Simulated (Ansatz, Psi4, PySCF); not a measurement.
lead atom (Pb), triplet (core potentials on Pb). Base run: B3LYP/def2-SVP run with PySCF.

Here is a job for PySCF.
```python
from pyscf import gto, scf, dft

mol = gto.Mole()
mol.atom = '''
    Pb    0.00000000    0.00000000    0.00000000
'''
mol.basis = 'def2-svp'
mol.ecp = {'Pb': 'def2-svp'}
mol.spin = 2
mol.verbose = 3
mol.build()

mf = dft.UKS(mol)
mf.xc = 'b3lyp'
mf.kernel()
```

The same geometry, method and basis name were run in Ansatz (a first-principles code) and Psi4 and PySCF, at each program's defaults and at the settings that a row names. The base is PySCF at its defaults. Differences at the defaults can come from grids, fitting, cores and function types together.

```
code and settings                                                                             ΔE vs base (mEh)  basis functions      E (Eh)  SCF cycles
--------------------------------------------------------------------------------------------  ----------------  ---------------  ----------  ----------
PySCF, defaults (exact integrals, its default grid, spherical functions)                                 0.000               26  -192.90128           7
Psi4, defaults (density fitting with its default set, its default grid, spherical functions)            -0.006               26  -192.90129           8
Ansatz, defaults (factorised integrals, its default grid, spherical functions)                           0.000               26  -192.90128           -
PySCF, density fitting with def2-universal-jkfit                                                        -0.001               26  -192.90128           7
PySCF, fine grid                                                                                         0.000               26  -192.90128           7
Psi4, exact integrals, spherical functions, fine grid                                                    0.001               26  -192.90128           9
Ansatz, high accuracy                                                                                    0.000               26  -192.90128           -
```

Open shells are given as the SCF converged; they aren't shown to be the lowest states, and a large step between rows can be another state.
